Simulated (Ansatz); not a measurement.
Basis-set extrapolation for C6H8N2, SMILES `NNc1ccccc1` (PBE0-D4/def2-TZVP geometry, frozen core, the Gaussian-basis code of Ansatz). Multiplicity 1, RHF reference.

|  | def2-TZVPP | def2-QZVPP |
| --- | --- | --- |
| HF | -340.854718 | -340.869506 |
| MP2 correlation | -1.366758 | -1.456886 |
| CCSD(T) correlation | -1.467118 | not run |

Energies in hartree. Use E(X) = E(∞) + A·exp(−7.88·√X) for Hartree–Fock and E(X) = E(∞) + B·X^(−2.97) for correlation, with X = 3 and 4, and add CCSD(T) minus MP2 of the smaller set to the MP2 limit.

Problem. What is the CCSD(T) energy at the basis-set limit?

Solution. HF limit: -340.869506 + (-0.014788) × 0.13774 = -340.87154. MP2 limit: -1.456886 + (-0.090128) × 0.74074 = -1.52365. Higher-order term: -1.467118 − (-1.366758) = -0.10036. Total: -342.49555 hartree, 4.73 eV below CCSD(T)/def2-TZVPP.
